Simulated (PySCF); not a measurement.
Species: C₅H₈NO₂ (doublet state).
Structure used (GFN2-xTB), in Å, numbered top down from 1:
```
atom  x, y, z in Å
C1    -1.556    0.098    1.651
C2    -1.290    0.591    0.303
C3    -1.709   -0.357   -0.792
O4    -2.192   -0.031   -1.835
C5     0.260    0.788    0.077
O6     0.711    1.857   -0.241
N7     0.976   -0.325    0.292
C8     2.415   -0.360    0.167
H9    -1.793    0.783    2.439
H10   -1.445   -0.942    1.894
H11   -1.727    1.578    0.128
H12   -1.513   -1.424   -0.555
H13    0.516   -1.166    0.601
H14    2.879   -0.583    1.129
H15    2.714   -1.117   -0.559
H16    2.745    0.619   -0.174
```

The hyperfine couplings belong to this conformer and change with its torsions.

As a line formula: `[CH2][C@H](C=O)C(=O)NC` [radical].

Level of theory: PySCF 2.14.0, UKS B3LYP, pcH-1 on C H N O, non-relativistic, mean-field spin-orbit, GIAO. One conformer (not necessarily the lowest) at the GFN2-xTB geometry, without solvent, vibrations or thermal averaging. A GFN2-xTB geometry isn't a minimum of the functional, and hyperfine couplings can be far from their values at a DFT geometry. The SCF solution wasn't tested for stability.

Principal values of hyperfine tensors in MHz (contact and dipolar terms together), for some of the nuclei:

```tsv
atom	isotope	A1	A2	A3
C5	13C	92.55	93.80	116.21
C1	13C	7.17	7.86	242.21
H9	1H	-100.57	-62.82	-24.48
H10	1H	-98.27	-60.58	-22.49
C2	13C	-36.74	-32.44	-32.02
H11	1H	17.84	18.46	30.81
H14	1H	2.28	2.60	5.27
O6	17O	-15.91	1.78	4.74
```

**Question.** Give the isotropic coupling of each nucleus in MHz and in mT (g = 2.0026), and the anisotropic part.

**Answer.** a_iso is a third of the trace, T = A − a_iso, and a(mT) = a(MHz)/(g × 13.996).

```json
{"atom": "C5", "a_iso (MHz)": "100.86", "a_iso (mT)": "3.598", "T1": "-8.30", "T2": "-7.05", "T3": "15.36"}
{"atom": "C1", "a_iso (MHz)": "85.75", "a_iso (mT)": "3.059", "T1": "-78.57", "T2": "-77.89", "T3": "156.46"}
{"atom": "H9", "a_iso (MHz)": "-62.62", "a_iso (mT)": "-2.234", "T1": "-37.94", "T2": "-0.20", "T3": "38.15"}
{"atom": "H10", "a_iso (MHz)": "-60.45", "a_iso (mT)": "-2.157", "T1": "-37.83", "T2": "-0.13", "T3": "37.96"}
{"atom": "C2", "a_iso (MHz)": "-33.74", "a_iso (mT)": "-1.204", "T1": "-3.01", "T2": "1.29", "T3": "1.71"}
{"atom": "H11", "a_iso (MHz)": "22.37", "a_iso (mT)": "0.798", "T1": "-4.53", "T2": "-3.91", "T3": "8.44"}
{"atom": "H14", "a_iso (MHz)": "3.38", "a_iso (mT)": "0.121", "T1": "-1.10", "T2": "-0.78", "T3": "1.88"}
{"atom": "O6", "a_iso (MHz)": "-3.13", "a_iso (mT)": "-0.112", "T1": "-12.78", "T2": "4.91", "T3": "7.87"}
```

**Question.** What spin density at the nucleus of O6 lies behind its contact coupling (g_N = -0.75752)?

**Answer.** a_FC = (2μ0/3) gₑ μB g_N μN ρ(0)/(2S·h) = 800.24 MHz × g_N × ρ(0)/(2S), with ρ in bohr⁻³. With a_FC = -3.13 MHz and 2S = 1, ρ(0) = 0.005164 bohr⁻³. The nuclear moment is negative, so coupling and spin density have opposite signs.

**Question.** C3 (13C, g_N = 1.40482) isn't in the table. Its spin density at the nucleus is 0.03065 bohr⁻³. What is its contact coupling?

**Answer.** By the same relation, a_FC = 34.5 MHz. Its full tensor has the principal values 31.16, 32.10, 40.10 MHz.

**Question.** Which nucleus of the table has the largest anisotropic coupling, and what is its form?

**Answer.** C1: -78.6, -77.9, 156.5 MHz, axial, in the ratio −1:−1:+2, the form that spin in one p orbital centred on that nucleus gives.

**Question.** In a single crystal, with the field along each principal axis of the tensor of C1 in turn, what first-order splitting does this nucleus give (isotropic g, quadrupole terms neglected)?

**Answer.** 2 lines (I = 1/2), spaced by |A_i|/(g × 13.996): 0.26, 0.28, 8.64 mT along the axes of A1, A2 and A3.
